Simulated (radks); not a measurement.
Question: Excited configurations of Nd2+: one electron is placed in a higher orbital outside [Xe] 4f3. The ground configuration is [Xe] 4f4. All-electron calculation, Dirac Kohn-Sham, BLYP, spin-unpolarised, spherical densities, finite nucleus; open shells are shared between the two j in proportion to 2j + 1; Fermi nuclear charge, rms radius 4.9123 fm. Program: a radial shooting solver on a logarithmic mesh with Libxc functionals. Excitation = E - E(ground); binding = E(ion) - E, where the ion is the core of charge +3; n* = 3/sqrt(2 binding) in atomic units, and the quantum defect is n - n*. Eigenvalue and <r> are those of j = l + 1/2.

| outer orbital | excitation (eV) | binding (eV) | n* | quantum defect | eigenvalue (eV) | <r> (bohr) |
|---|---|---|---|---|---|---|
| 5f | 14.309 | 7.921 | 3.932 | 1.068 | -6.113 | 5.602 |
| 6s | 3.724 | 18.506 | 2.572 | 3.428 | -15.409 | 3.501 |
| 6f | 16.845 | 5.385 | 4.768 | 1.232 | -4.378 | 9.607 |
| 7d | 16.329 | 5.901 | 4.555 | 2.445 | -4.917 | 9.751 |

Estimate the row for 6p.

Answer: excitation (eV) 7.856; binding (eV) 14.374; n* 2.919; quantum defect 3.081; eigenvalue (eV) -11.671; <r> (bohr) 4.205. The Delta-SCF ionisation energy is 22.230 eV (NIST Atomic Spectra Database: 22.09 eV, semi-empirical). Self-interaction in the functional shifts the binding energies and quantum defects, so they are the method's values and not measured ones. Spin polarisation and multiplet splitting are left out, so open shells lie too high by an amount that depends on their filling. Sharing an open shell by 2j + 1 raises it above the true ground level by a part of the spin-orbit splitting, which enters the differences from NIST.

Beside tabulated values, note that spin-unpolarised runs miss the spin-polarisation part of the exchange energy of open shells.
